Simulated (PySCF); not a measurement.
Isomers of C7H11ClSi2, mass 186.009 u with the commonest isotopes. Theory: PBE0/pcSseg-1 in PySCF (dipole) on a GFN2-xTB geometry, gas phase. One conformer each, none proved a minimum here; rigid rotors.

Problem. Order these by out-of-plane moment Σ m c² = (Ia + Ib − Ic)/2, smallest first.
A. `[CH:1]#[C:2][Si@@H:3]([C:4]#[C:5][SiH2:6][Cl:7])[CH:8]([CH3:9])[CH3:10]` with C2–Si3–C8–C9 -57°
B. `[CH:1]#[C:2][SiH2:3]/[CH:4]=[CH:5]/[Si@H:6]([Cl:7])[CH2:8][CH:9]=[CH2:10]` with C2–Si3–C4–C5 1°, C4–C5–Si6–Cl7 -7°, C5–Si6–C8–C9 178°, Si6–C8–C9–C10 104°
C. `[CH:1]#[C:2][SiH2:3]/[CH:4]=[CH:5]\[Si@@H:6]([Cl:7])[CH2:8][CH:9]=[CH2:10]` with C2–Si3–C4–C5 57°, C4–C5–Si6–Cl7 152°, C5–Si6–C8–C9 -176°, Si6–C8–C9–C10 -100°

Solution. B (30.07 u·Å²), C (51.35 u·Å²), A (89.76 u·Å²).

Problem. Order these by rotational constant C, largest first.
A. `[CH:1]#[C:2][Si@@H:3]([C:4]#[C:5][SiH2:6][Cl:7])[CH:8]([CH3:9])[CH3:10]` with C2–Si3–C8–C9 -57°
B. `[CH:1]#[C:2][SiH2:3]/[CH:4]=[CH:5]\[Si@@H:6]([Cl:7])[CH2:8][CH:9]=[CH2:10]` with C2–Si3–C4–C5 57°, C4–C5–Si6–Cl7 152°, C5–Si6–C8–C9 -176°, Si6–C8–C9–C10 -100°
C. `[CH:1]#[C:2][SiH2:3]/[CH:4]=[CH:5]/[Si@H:6]([Cl:7])[CH2:8][CH:9]=[CH2:10]` with C2–Si3–C4–C5 1°, C4–C5–Si6–Cl7 -7°, C5–Si6–C8–C9 178°, Si6–C8–C9–C10 104°

Solution. B (396.7 MHz), A (309.7 MHz), C (286.2 MHz).

Problem. Order these by radius of gyration √(Σ m r²/M), largest first.
A. `[CH:1]#[C:2][SiH2:3]/[CH:4]=[CH:5]/[Si@H:6]([Cl:7])[CH2:8][CH:9]=[CH2:10]` with C2–Si3–C4–C5 1°, C4–C5–Si6–Cl7 -7°, C5–Si6–C8–C9 178°, Si6–C8–C9–C10 104°
B. `[CH:1]#[C:2][SiH2:3]/[CH:4]=[CH:5]\[Si@@H:6]([Cl:7])[CH2:8][CH:9]=[CH2:10]` with C2–Si3–C4–C5 57°, C4–C5–Si6–Cl7 152°, C5–Si6–C8–C9 -176°, Si6–C8–C9–C10 -100°
C. `[CH:1]#[C:2][Si@@H:3]([C:4]#[C:5][SiH2:6][Cl:7])[CH:8]([CH3:9])[CH3:10]` with C2–Si3–C8–C9 -57°

Solution. A (3.107 Å), C (3.042 Å), B (2.669 Å).

```tsv
SMILES	point group	Ia (u·Å²)	Ib (u·Å²)	Ic (u·Å²)	κ	μa (D)	μb (D)	μc (D)
C#C[Si@@H](C#C[SiH2]Cl)C(C)C	C1	435.06	1376.09	1631.62	-0.86	1.28	0.69	0.20
C#C[SiH2]/C=C\[Si@@H](Cl)CC=C	C1	523.68	853.07	1274.05	-0.31	1.49	0.50	0.93
C#C[SiH2]/C=C/[Si@H](Cl)CC=C	C1	365.82	1460.06	1765.74	-0.89	0.69	1.66	0.02
```
